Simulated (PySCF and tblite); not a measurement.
The numbers below are computed, except where a source is named.
System: C₅H₁₀Si₂, numbered as in [SiH3:1][C:2]1([SiH3:3])[CH:4]=[CH:5][CH:6]=[CH:7]1.

Motion: shift of Si1 from C2 to C7. GFN2-xTB gives an electronic barrier of 9.8 kcal/mol and a reaction energy of 0.5 kcal/mol.

PBE0/pcSseg-1 + D3(BJ), IEF-PCM dichloromethane on B3LYP-D3(BJ)/def2-SVP geometries gives 14.5 kcal/mol and k(298 K) = 390 s⁻¹.

Task: What does PBE0/6-31++G** + D3(BJ) give on B3LYP-D3(BJ)/def2-SVP geometries?

Result: A barrier of 13.7 kcal/mol, 0.8 below the first DFT barrier (from unrounded values), a reaction energy of 2.5 kcal/mol and, with GFN2-xTB thermal terms, ΔG‡(298 K) = 14.0 kcal/mol and k = 1400 s⁻¹ (4 equivalent paths).

Programs: tblite and PySCF.
